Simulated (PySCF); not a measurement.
# A survey of ²⁹Si NMR shifts

PySCF 2.14.0 with density-fitted response routines calculation with NMR shieldings at PBE0/pcSseg-1/GIAO and geometry from GFN2-xTB; non-relativistic, rapidly exchanging positions averaged, one conformer, no solvent model.

Shieldings were converted by a linear fit to measured shifts: ²⁹Si (scatter 8.9 ppm rms, 25.8 ppm with the 6 outliers that the fit left out vs TMS, solution or neat liquid). Occasional misses reach two or three times the rms, and more in compound classes unlike the fitted ones.

Give the ²⁹Si shifts of `COC[Si@H](C)[SiH2]CCl`, `CN([SiH2]P)C1CC1`, `CO[SiH2]C=C(F)F`, `C=C(CCl)[SiH2][SiH]([SiH3])[SiH3]`, `C=C[SiH2][Si@H](CCl)[SiH2][SiH3]`, `C=C[SiH2][Si@](C)([SiH3])[SiH2]Cl`.

Results:


```tsv
compound	environment	δ (ppm)
[CH3:1][O:2][CH2:3][Si@H:4]([CH3:5])[SiH2:6][CH2:7][Cl:8]	Si4: silicon bonded to 2 C, Si, H	-31.2
[CH3:1][O:2][CH2:3][Si@H:4]([CH3:5])[SiH2:6][CH2:7][Cl:8]	Si6: silicon bonded to C, Si, 2 H	-60.9
CN([SiH2]P)C1CC1	silicon bonded to N, P, 2 H	-32.1
CO[SiH2]C=C(F)F	silicon bonded to C, O, 2 H	-29.7
[CH2:1]=[C:2]([CH2:3][Cl:4])[SiH2:5][SiH:6]([SiH3:7])[SiH3:8]	Si5: silicon bonded to C, Si, 2 H	-64.0
[CH2:1]=[C:2]([CH2:3][Cl:4])[SiH2:5][SiH:6]([SiH3:7])[SiH3:8]	Si7/8: silicon bonded to Si, 3 H (×2)	-98.3
[CH2:1]=[C:2]([CH2:3][Cl:4])[SiH2:5][SiH:6]([SiH3:7])[SiH3:8]	Si6: silicon bonded to 3 Si, H	-119.2
[CH2:1]=[CH:2][SiH2:3][Si@H:4]([CH2:5][Cl:6])[SiH2:7][SiH3:8]	Si4: silicon bonded to C, 2 Si, H	-62.5
[CH2:1]=[CH:2][SiH2:3][Si@H:4]([CH2:5][Cl:6])[SiH2:7][SiH3:8]	Si3: silicon bonded to C, Si, 2 H	-67.1
[CH2:1]=[CH:2][SiH2:3][Si@H:4]([CH2:5][Cl:6])[SiH2:7][SiH3:8]	Si8: silicon bonded to Si, 3 H	-103.5
[CH2:1]=[CH:2][SiH2:3][Si@H:4]([CH2:5][Cl:6])[SiH2:7][SiH3:8]	Si7: silicon bonded to 2 Si, 2 H	-115.0
[CH2:1]=[CH:2][SiH2:3][Si@:4]([CH3:5])([SiH3:6])[SiH2:7][Cl:8]	Si7: silicon bonded to Cl, Si, 2 H	-26.6
[CH2:1]=[CH:2][SiH2:3][Si@:4]([CH3:5])([SiH3:6])[SiH2:7][Cl:8]	Si3: silicon bonded to C, Si, 2 H	-62.0
[CH2:1]=[CH:2][SiH2:3][Si@:4]([CH3:5])([SiH3:6])[SiH2:7][Cl:8]	Si4: silicon bonded to C, 3 Si	-79.0
[CH2:1]=[CH:2][SiH2:3][Si@:4]([CH3:5])([SiH3:6])[SiH2:7][Cl:8]	Si6: silicon bonded to Si, 3 H	-99.1
```
